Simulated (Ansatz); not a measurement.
Total energies of BrFH$_{2}$InN, SMILES `[NH2][In]([F])[Br]`.

Z-matrix (Å, degrees):
```
N
In 1 2.000
H 1 1.011 2 114.6
H 1 1.010 2 115.6 3 -128.8
F 2 1.942 1 116.9 3 -28.3
Br 2 2.437 1 127.8 3 159.1
```

Total charge 0; spin multiplicity 1. Correlated methods include outer-core shells of Br, In, which these sets cover unevenly. Scalar relativity is left out up to krypton. In takes the def2 core potential. The structure was optimised at the PBE0-D4/def2-TZVP level. It is one conformer, not always the lowest. Basis def2-TZVPP, the Gaussian-basis code of Ansatz.

RPA on PBE orbitals: Hartree–Fock energy of these orbitals -2916.78324 Eh, correlation -1.50208 Eh (frozen core).

```json
{"functional": "LDA (SPW92)", "kind": "LDA", "energy without D4 (Eh)": "-2915.29272", "D4 term (kJ/mol)": "–"}
{"functional": "PBE", "kind": "GGA", "energy without D4 (Eh)": "-2919.71222", "D4 term (kJ/mol)": "-11.6"}
{"functional": "revPBE", "kind": "GGA", "energy without D4 (Eh)": "-2920.03362", "D4 term (kJ/mol)": "-26.7"}
{"functional": "BLYP", "kind": "GGA", "energy without D4 (Eh)": "-2920.21564", "D4 term (kJ/mol)": "-23.9"}
{"functional": "r2SCAN", "kind": "meta-GGA", "energy without D4 (Eh)": "-2920.24375", "D4 term (kJ/mol)": "-2.7"}
{"functional": "B97M-V", "kind": "meta-GGA with VV10", "energy without D4 (Eh)": "-2919.74919", "D4 term (kJ/mol)": "–"}
{"functional": "PBE0", "kind": "global hybrid, 25 % exact exchange", "energy without D4 (Eh)": "-2919.79969", "D4 term (kJ/mol)": "-10.0"}
{"functional": "B3LYP", "kind": "global hybrid, 20 %", "energy without D4 (Eh)": "-2920.35247", "D4 term (kJ/mol)": "-18.9"}
{"functional": "r2SCANh", "kind": "meta-GGA hybrid, 10 %", "energy without D4 (Eh)": "-2920.21947", "D4 term (kJ/mol)": "-3.0"}
{"functional": "r2SCAN0", "kind": "meta-GGA hybrid, 25 %", "energy without D4 (Eh)": "-2920.18478", "D4 term (kJ/mol)": "-3.3"}
{"functional": "HSE06 (plane-wave form)", "kind": "screened hybrid", "energy without D4 (Eh)": "-2919.79619", "D4 term (kJ/mol)": "-9.5"}
{"functional": "BHLYP", "kind": "global hybrid, 50 %", "energy without D4 (Eh)": "-2920.09899", "D4 term (kJ/mol)": "-18.2"}
{"functional": "CAM-B3LYP", "kind": "range-separated hybrid", "energy without D4 (Eh)": "-2920.31612", "D4 term (kJ/mol)": "-10.5"}
{"functional": "LC-ωPBE", "kind": "long-range corrected hybrid", "energy without D4 (Eh)": "-2919.84620", "D4 term (kJ/mol)": "–"}
{"functional": "ωB97X-V", "kind": "range-separated hybrid GGA with VV10", "energy without D4 (Eh)": "-2919.94883", "D4 term (kJ/mol)": "–"}
{"functional": "ωB97M-V", "kind": "range-separated hybrid meta-GGA with VV10", "energy without D4 (Eh)": "-2920.01757", "D4 term (kJ/mol)": "–"}
{"functional": "B2PLYP", "kind": "double hybrid", "energy without D4 (Eh)": "-2919.56776", "D4 term (kJ/mol)": "–"}
{"functional": "PBE-QIDH", "kind": "double hybrid", "energy without D4 (Eh)": "-2919.26942", "D4 term (kJ/mol)": "–"}
```

B3LYP takes the VWN-RPA correlation (the form of Gaussian; ORCA's B3LYP/G). HSE06 is the plane-wave form, built on full-range PBE exchange. The double hybrids freeze the cores in their second-order part.

LC-ωPBE has ω = 0.4 bohr⁻¹.
